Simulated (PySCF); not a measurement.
**Radial density of C⁺ (carbon, charge +1)**

M06-L, [He] 2s1 2p1 3d1, one real determinant (an excited configuration). All numbers are calculated (PySCF 2.14, scalar relativity by spin-free X2C-1e, in x2c-QZVPPall with one added diffuse shell each of s, p, d, f type (8s5p4d3f1g, 73 functions)).

```
r (bohr)  4πr²ρ (e/bohr)  4πr²(ρα − ρβ)
 0.00495         0.03784         0.0012
 0.00832          0.1019         0.0032
  0.0140          0.2674         0.0083
  0.0236          0.6713         0.0210
  0.0396           1.561         0.0489
  0.0666           3.194         0.0998
   0.112           5.282         0.1594
   0.189           6.152         0.1635
   0.317           4.105         0.1341
   0.533           1.542         0.5134
   0.897           1.454         1.4001
    1.51           1.215         1.2152
    2.54          0.3631         0.3631
    4.27          0.2768         0.2768
    7.18         0.02469         0.0247
```

Densities and radii are taken from the X2C orbitals without a picture-change correction, which distorts them close to the nucleus.

⟨L²⟩ = 8.01 against 12 for a pure F term, so this real determinant mixes terms. The outer electron is Rydberg-like, and this basis confines it to a smaller radius and binds it less than a complete one would.
